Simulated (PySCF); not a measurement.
H2O4W, charge +1, doublet (typed; the unrestricted solution is spin-contaminated), at a GFN2-xTB geometry (such geometries of metal compounds can be far from the true shape) (the multiplicity is a formal guess) (core potentials on W), with bond 7-6 at 2.2 times its length; PBE0/def2-SV(P) run with PySCF.

Input for PySCF:
```python
from pyscf import gto, scf, dft

mol = gto.Mole()
mol.atom = '''
    W     0.02692028    0.00009968    0.00389388
    O     1.17941010    0.80068173   -1.00729872
    O     0.85142088   -0.79316211    1.30104822
    O    -0.83716365   -1.25043324   -0.98233759
    H    -1.21037966   -1.96927897   -1.53170850
    O    -1.09025195    1.24329653    0.70354659
    H    -2.23159415    2.81749082    1.62830878
'''
mol.basis = 'def2-sv(p)'
mol.ecp = {'W': 'def2-sv(p)'}
mol.charge = 1
mol.spin = 1
mol.verbose = 4
mol.build()

mf = dft.UKS(mol)
mf.xc = 'pbe0'
mf.kernel()
mo_i, mo_e, stable_i, stable_e = mf.stability(internal=True, external=False, return_status=True, nroots=6, tol=1e-6)
print('internally stable:', stable_i, ' externally stable:', stable_e)
if not stable_i:
    umf = mf.copy()
    umf.scf_summary = {}
    umf.kernel(umf.make_rdm1(mo_i, mf.mo_occ))
```

It wrote (shortened):

```
PySCF version 2.14.0

[INPUT] verbose = 4
[INPUT] num. atoms = 7
[INPUT] num. electrons = 47
[INPUT] charge = 1
[INPUT] spin (= nelec alpha-beta = 2S) = 1
[INPUT] symmetry False subgroup None
[INPUT] Mole.unit = angstrom
[INPUT] Symbol           X                Y                Z      unit          X                Y                Z       unit  Magmom
[INPUT]  1 W      0.026920280000   0.000099680000   0.003893880000 AA    0.050871956397   0.000188367900   0.007358366762 Bohr   0.0
[INPUT]  2 O      1.179410100000   0.800681730000  -1.007298720000 AA    2.228762077546   1.513069182643  -1.903518706425 Bohr   0.0
[INPUT]  3 O      0.851420880000  -0.793162110000   1.301048220000 AA    1.608952279936  -1.498859160282   2.458624810653 Bohr   0.0
[INPUT]  4 O     -0.837163650000  -1.250433240000  -0.982337590000 AA   -1.582010019941  -2.362976360653  -1.856349006965 Bohr   0.0
[INPUT]  5 H     -1.210379660000  -1.969278970000  -1.531708500000 AA   -2.287286064144  -3.721397916166  -2.894509567668 Bohr   0.0
[INPUT]  6 O     -1.090251950000   1.243296530000   0.703546590000 AA   -2.060277592273   2.349489933322   1.329510370972 Bohr   0.0
[INPUT]  7 H     -2.231594150000   2.817490820000   1.628308780000 AA   -4.217101764682   5.324286008276   3.077057640425 Bohr   0.0

nuclear repulsion = 221.15398126241
number of shells = 39
number of NR pGTOs = 154
number of NR cGTOs = 85
basis = def2-sv(p)
ecp = {'W': 'def2-sv(p)'}

******** <class 'pyscf.dft.uks.UKS'> ********
method = UKS
initial guess = minao
damping factor = 0
level_shift factor = 0
DIIS = <class 'pyscf.scf.diis.CDIIS'>
diis_start_cycle = 1
diis_space = 8
diis_damp = 0
SCF conv_tol = 1e-09
SCF conv_tol_grad = None
SCF max_cycles = 50
direct_scf = True
direct_scf_tol = 1e-13
number electrons alpha = 24  beta = 23
XC library pyscf.dft.libxc version 7.1.2
    S. Lehtola, C. Steigemann, M. J. T. Oliveira, and M. A. L. Marques,  SoftwareX 7, 1–5 (2018)
XC functionals = pbe0
    C. Adamo and V. Barone,  J. Chem. Phys. 110, 6158 (1999)
    M. Ernzerhof and G. E. Scuseria,  J. Chem. Phys. 110, 5029 (1999)
radial grids:
    Treutler-Ahlrichs [JCP 102, 346 (1995); DOI:10.1063/1.469408] (M4) radial grids

becke partition: Becke, JCP 88, 2547 (1988); DOI:10.1063/1.454033
pruning grids: <function nwchem_prune>
grids dens level: 3
symmetrized grids: False
atomic radii adjust function: <function treutler_atomic_radii_adjust>
small_rho_cutoff = 0
Set gradient conv threshold to 3.16228e-05
tot grids = 100256
init E= -356.001819405092

cycle= 1 E= -367.593840070858  delta_E= -11.6  |g|= 1.11  |ddm|= 5.18
cycle= 2 E= -359.592725178644  delta_E=    8  |g|= 3.81  |ddm|= 3.46
cycle= 3 E= -367.579065508288  delta_E= -7.99  |g|= 1.09  |ddm|= 3.19
cycle= 4 E= -368.097240381817  delta_E= -0.518  |g|= 0.284  |ddm|= 0.939
cycle= 5 E= -368.082221298785  delta_E= 0.015  |g|= 0.314  |ddm|= 0.692
cycle= 6 E= -368.148845079096  delta_E= -0.0666  |g|= 0.0646  |ddm|= 0.43
cycle= 7 E= -368.149177119654  delta_E= -0.000332  |g|= 0.121  |ddm|= 0.291
cycle= 8 E= -368.156448009952  delta_E= -0.00727  |g|= 0.0848  |ddm|= 0.0666
cycle= 9 E= -368.159506756768  delta_E= -0.00306  |g|= 0.0744  |ddm|= 0.118
cycle= 10 E= -368.164058858601  delta_E= -0.00455  |g|= 0.028  |ddm|= 0.0973
cycle= 11 E= -368.164695552558  delta_E= -0.000637  |g|= 0.0176  |ddm|= 0.055
cycle= 12 E= -368.164851414375  delta_E= -0.000156  |g|= 0.00821  |ddm|= 0.0192
cycle= 13 E= -368.16495592636  delta_E= -0.000105  |g|= 0.00859  |ddm|= 0.0197
cycle= 14 E= -368.16501915757  delta_E= -6.32e-05  |g|= 0.0078  |ddm|= 0.0124
cycle= 15 E= -368.165084174201  delta_E= -6.5e-05  |g|= 0.00928  |ddm|= 0.0153
cycle= 16 E= -368.165085138233  delta_E= -9.64e-07  |g|= 0.00942  |ddm|= 0.000913
cycle= 17 E= -368.165187932688  delta_E= -0.000103  |g|= 0.00771  |ddm|= 0.0179
cycle= 18 E= -368.16516573254  delta_E= 2.22e-05  |g|= 0.00704  |ddm|= 0.00628
cycle= 19 E= -368.165303910352  delta_E= -0.000138  |g|= 0.00801  |ddm|= 0.0255
cycle= 20 E= -368.164978605191  delta_E= 0.000325  |g|= 0.00875  |ddm|= 0.058
cycle= 21 E= -368.165112032958  delta_E= -0.000133  |g|= 0.00846  |ddm|= 0.0242
cycle= 22 E= -368.16371407379  delta_E= 0.0014  |g|= 0.0239  |ddm|= 0.216
cycle= 23 E= -368.163899969993  delta_E= -0.000186  |g|= 0.022  |ddm|= 0.0263
cycle= 24 E= -368.1648520006  delta_E= -0.000952  |g|= 0.0153  |ddm|= 0.157
cycle= 25 E= -368.164781640311  delta_E= 7.04e-05  |g|= 0.0194  |ddm|= 0.0107
cycle= 26 E= -368.165083702295  delta_E= -0.000302  |g|= 0.0163  |ddm|= 0.0445
cycle= 27 E= -368.164870879817  delta_E= 0.000213  |g|= 0.0159  |ddm|= 0.0415
cycle= 28 E= -368.165678646981  delta_E= -0.000808  |g|= 0.0189  |ddm|= 0.152
cycle= 29 E= -368.165776230898  delta_E= -9.76e-05  |g|= 0.0134  |ddm|= 0.0167
cycle= 30 E= -368.165915206253  delta_E= -0.000139  |g|= 0.0134  |ddm|= 0.0221
cycle= 31 E= -368.164180301955  delta_E= 0.00173  |g|= 0.0192  |ddm|= 0.287
cycle= 32 E= -368.163799180328  delta_E= 0.000381  |g|= 0.0201  |ddm|= 0.0708
cycle= 33 E= -368.165676342771  delta_E= -0.00188  |g|= 0.00816  |ddm|= 0.311
cycle= 34 E= -368.166181247415  delta_E= -0.000505  |g|= 0.0203  |ddm|= 0.14
cycle= 35 E= -368.165163407056  delta_E= 0.00102  |g|= 0.0147  |ddm|= 0.212
cycle= 36 E= -368.166986287456  delta_E= -0.00182  |g|= 0.0145  |ddm|= 0.317
cycle= 37 E= -368.167370785629  delta_E= -0.000384  |g|= 0.0125  |ddm|= 0.0387
cycle= 38 E= -368.166907522652  delta_E= 0.000463  |g|= 0.0159  |ddm|= 0.0601
cycle= 39 E= -368.167084405213  delta_E= -0.000177  |g|= 0.0169  |ddm|= 0.0315
cycle= 40 E= -368.168123811602  delta_E= -0.00104  |g|= 0.0233  |ddm|= 0.192
cycle= 41 E= -368.168301909473  delta_E= -0.000178  |g|= 0.0213  |ddm|= 0.0233
cycle= 42 E= -368.167452571815  delta_E= 0.000849  |g|= 0.0319  |ddm|= 0.076
cycle= 43 E= -368.167273010766  delta_E= 0.00018  |g|= 0.0315  |ddm|= 0.0274
cycle= 44 E= -368.168898947862  delta_E= -0.00163  |g|= 0.0153  |ddm|= 0.253
cycle= 45 E= -368.168938934518  delta_E= -4e-05  |g|= 0.0069  |ddm|= 0.0496
cycle= 46 E= -368.169063693115  delta_E= -0.000125  |g|= 0.00196  |ddm|= 0.0526
cycle= 47 E= -368.169078833436  delta_E= -1.51e-05  |g|= 0.0012  |ddm|= 0.0119
cycle= 48 E= -368.169094201538  delta_E= -1.54e-05  |g|= 0.000571  |ddm|= 0.0288
cycle= 49 E= -368.169093709826  delta_E= 4.92e-07  |g|= 0.000823  |ddm|= 0.00354
cycle= 50 E= -368.169094443039  delta_E= -7.33e-07  |g|= 0.000184  |ddm|= 0.006
SCF not converged.
SCF energy = -368.169094443039 after 50 cycles  <S^2> = 1.2686146  2S+1 = 2.4646417
uhf_internal: lowest eigs of H = [0.01364602 0.03281423 0.05265966 0.06662228 0.07445705 0.11008864]
<class 'pyscf.dft.uks.UKS'> wavefunction is stable in the internal stability analysis
internally stable: True  externally stable: None
```

Convergence was not reached.
